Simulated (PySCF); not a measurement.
# Polarisability and C₆ of V⁺ (vanadium, charge +1)

[Ar] 3d4, high-spin 5D determinant. All numbers are calculated (PySCF 2.14, the non-relativistic Hamiltonian (point nucleus), in def2-QZVPPD (11s6p5d3f2g, 93 functions)). Coupled (time-dependent) response in atomic units; α is the mean over directions.

```csv
method,mean α (bohr³),"α xx, yy, zz",C₆ (like pair),S(−4)
UHF,10.61,"9.466, 9.466, 12.89",37.75,151.9
PBE,16.21,"14.82, 14.82, 18.99",56.53,534.6
PBE0,14.51,"11.30, 11.30, 20.93",51.53,361.4
```

S(−4) is the Cauchy moment in α(ω) = α(0) + S(−4) ω² + …

α(iu) at UHF:

```tsv
u (hartree)	α(iu) (bohr³)
0	10.61
0.0500	10.25
0.100	9.377
0.200	7.451
0.300	6.086
0.500	4.556
0.750	3.488
1.00	2.771
1.50	1.856
2.00	1.320
3.00	0.7602
5.00	0.3436
```

A single London oscillator, α(iu) = α/(1 + u²/ω²), gives C₆ = (3/4) ω α². Matching the computed C₆ needs ω = 4 × 37.75 / (3 × 10.61²) = 0.447 hartree.

For an ion, C₆ is the dispersion term alone; charge-induced terms of lower order in 1/R come first.

The components differ because the open shell of this determinant is not spherical; for a pure term their mean is the scalar polarisability.
